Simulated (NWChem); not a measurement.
System: CH$_{5}$ClGaN; SMILES [CH3][Ga]([NH2])[Cl]

```xyz
9

Ga    -0.0398    -0.3666    -0.0673
Cl     0.2346     1.7674    -0.3307
C      1.5091    -1.5448     0.0046
H      2.0875    -1.4553    -0.9269
H      1.2143    -2.5948     0.1419
H      2.1644    -1.2464     0.8364
N     -1.7791    -0.8228     0.0615
H     -2.1201    -1.7673     0.1875
H     -2.5303    -0.1456     0.0141
```
Atoms are numbered in this order, from 1.

All runs: NWChem. Pople sets run with spherical d functions. Coordinates come from a PBE0/def2-SVP optimisation. GIAO values for the isolated, static molecule; σ is the absolute isotropic shielding, δ = σ(reference) − σ with the isolated reference molecule computed at the same levels (13C: tetramethylsilane, 1H: tetramethylsilane, 15N: ammonia).

| level | σ Ga1 (ppm) | σ Cl2 (ppm) | δ C3 (ppm) | δ H4 (rotor mean) (ppm) | δ N7 (ppm) | δ H8 (ppm) | δ H9 (ppm) |
|---|---|---|---|---|---|---|---|
| LDA (Slater exchange, VWN5)/pcSseg-1 | 1155.8 | 870.1 | -5.1 | 0.36 | 77.8 | 2.39 | 2.29 |
| PBE/pcSseg-1 | 1217.8 | 897.0 | -5.5 | 0.31 | 66.5 | 2.14 | 2.07 |
| B3LYP/6-31G* | … | … | … | … | … | … | … |
| Hartree-Fock/6-31G* | 1653.5 | 1042.5 | -7.7 | 0.01 | 30.1 | 0.82 | 0.86 |

**Question.** Fill in the missing entries.

**Answer.** 
- B3LYP/6-31G*, σ Ga1 (ppm): 1506.7
- B3LYP/6-31G*, σ Cl2 (ppm): 942.5
- B3LYP/6-31G*, δ C3 (ppm): -2.3
- B3LYP/6-31G*, δ H4 (rotor mean) (ppm): 0.23
- B3LYP/6-31G*, δ N7 (ppm): 57.2
- B3LYP/6-31G*, δ H8 (ppm): 1.51
- B3LYP/6-31G*, δ H9 (ppm): 1.49
